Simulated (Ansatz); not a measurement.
Cost and result for the atomization energy of `CC#CB(S)Cl` (10 atoms, 9 bonds).

```xyz
10

C    -0.2276   -1.5331   -1.7570
C    -0.0816   -0.5372   -0.7206
C     0.0442    0.3008    0.1422
B     0.1979    1.3329    1.2223
S     0.0952    0.8025    2.9300
Cl    0.4720    3.0203    0.8042
H    -0.7931   -1.1341   -2.6026
H     0.7544   -1.8417   -2.1257
H    -0.7431   -2.4202   -1.3819
H     0.2816    2.0098    3.4892
```

The species carries charge 0 and has multiplicity 1. The structure was optimised at the PBE0-D4/def2-TZVP level. It is one conformer, not always the lowest. Program: Ansatz. All runs use 4 threads of an Arm Neoverse V1 on a shared host. Times are those of one run each, without the atoms' runs, and a repeat can differ threefold. Electronic energies, without spin–orbit coupling; frozen cores. CCSD(T)/CBS adds CCSD(T) − MP2 in def2-TZVPP to the MP2 limit, and its time is that of the two runs behind it. T1 = 0.013. B3LYP takes the VWN-RPA correlation (the form of Gaussian; ORCA's B3LYP/G).

CCSD(T)/CBS is a level of theory with its own doubt, some kJ/mol a heavy atom from the limit and from the frozen cores, so smaller differences don't rank the functionals.

```json
{"level": "PBE-D4/def2-TZVPP (with forces)", "functions": "264", "wall time": "2.7 s", "atomization (kJ/mol)": "4297.9", "difference from CCSD(T)/CBS": "165.4", "per bond": "18.4"}
{"level": "PBE0-D4/def2-TZVPP", "functions": "264", "wall time": "3.5 s", "atomization (kJ/mol)": "4211.1", "difference from CCSD(T)/CBS": "78.6", "per bond": "8.7"}
{"level": "B3LYP-D4/def2-TZVPP (with forces)", "functions": "264", "wall time": "5.5 s", "atomization (kJ/mol)": "4150.8", "difference from CCSD(T)/CBS": "18.3", "per bond": "2.0"}
{"level": "r2SCAN-D4/def2-TZVPP (with forces)", "functions": "264", "wall time": "6 s", "atomization (kJ/mol)": "4196.3", "difference from CCSD(T)/CBS": "63.8", "per bond": "7.1"}
{"level": "B2PLYP/def2-TZVPP", "functions": "264", "wall time": "6 s", "atomization (kJ/mol)": "4118.4", "difference from CCSD(T)/CBS": "-14.1", "per bond": "-1.6"}
{"level": "ωB97X-V/def2-TZVPP", "functions": "264", "wall time": "9 s", "atomization (kJ/mol)": "4150.2", "difference from CCSD(T)/CBS": "17.7", "per bond": "2.0"}
{"level": "ωB97M-V/def2-TZVPP (with forces)", "functions": "264", "wall time": "12 s", "atomization (kJ/mol)": "4173.5", "difference from CCSD(T)/CBS": "41.0", "per bond": "4.6"}
{"level": "MP2/def2-QZVPP", "functions": "488", "wall time": "23 s", "atomization (kJ/mol)": "4218.7", "difference from CCSD(T)/CBS": "86.2", "per bond": "9.6"}
{"level": "CCSD(T)/def2-TZVPP", "functions": "264", "wall time": "3 min", "atomization (kJ/mol)": "4029.8", "difference from CCSD(T)/CBS": "-102.7", "per bond": "-11.4"}
{"level": "CCSD(T)/CBS(def2)", "functions": "–", "wall time": "3.4 min", "atomization (kJ/mol)": "4132.5", "difference from CCSD(T)/CBS": "0.0", "per bond": "0.0"}
```

In def2-TZVPP, CCSD(T) changes the Hartree–Fock value by +952.6 kJ/mol (the triples alone add +81.4 kJ/mol) and MP2 by +1081.9 kJ/mol; breaking electron pairs costs correlation energy, which Hartree–Fock lacks. The D4 term adds +38.7 kJ/mol with B3LYP and +20.4 kJ/mol with PBE0; it sums over pairs of atoms, weighted by their polarisabilities, and B3LYP, whose exchange is more repulsive, gets the larger term. From PBE to PBE0 (25 % exact exchange), in def2-TZVPP and without D4, the atomization energy moves by −83.2 kJ/mol: exact exchange takes away binding that semilocal exchange gives to molecules.
